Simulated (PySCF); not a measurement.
**Correlation energy of Se²⁺ (selenium, charge +2)**

[Ar] 3d10 4s2 4p2, high-spin 3P determinant. All numbers are calculated (PySCF 2.14, the spin-free X2C one-electron Hamiltonian (Gaussian nucleus), in x2c-QZVPPall (11s8p5d4f1g, 97 functions)). Frozen: [Ne]; 22 electrons correlated.

MP2 pair energies summed by pair of shells (mhartree):

```tsv
pair	energy	share (%)
3d-3d	-377.84	46.0
3p-3d	-169.18	20.6
3d-4s	-48.15	5.9
3p-3p	-48.01	5.8
3s-3d	-46.74	5.7
4s-4p	-38.57	4.7
3d-4p	-32.13	3.9
3s-3p	-18.64	2.3
4s-4s	-16.81	2.0
3p-4s	-8.96	1.1
4p-4p	-5.81	0.7
3p-4p	-5.36	0.7
3s-3s	-3.51	0.4
3s-4s	-1.31	0.2
3s-4p	-0.93	0.1
```

Total MP2 correlation energy: -821.94 mhartree.

Same-spin part -278.33 and opposite-spin part -543.61 mhartree; SCS-MP2 scales them by 1/3 and 6/5 to -745.11 mhartree.

This basis was not built for core-valence correlation, so the inner-shell part is incomplete.
